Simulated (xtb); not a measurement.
xtb input:

```bash
xtb mol.xyz --gfn 2 --sp --chrg 0 --uhf 0
```
mol.xyz:
```
13

C      2.53456647    -0.31571346    -0.08982589
C      1.30305196    -0.82049270     0.01392321
B      0.01797653     0.05605170     0.07294885
O      0.17725651     1.41354302     0.02370831
C     -1.40098495    -0.59736607     0.17207950
C     -2.54277137     0.01244739    -0.15075024
H      3.42024771    -0.94039878    -0.13433272
H      2.69573689     0.75569742    -0.13380511
H      1.20143201    -1.90292299     0.05391505
H     -0.64619276     1.90410152     0.10984984
H     -1.46670036    -1.63796407     0.48326254
H     -3.50737121    -0.48011161    -0.10007683
H     -2.56825963     1.03974498    -0.50578296
```

Task: Predict the final energy.

Result: -17.38612 Eh (GFN2-xTB).
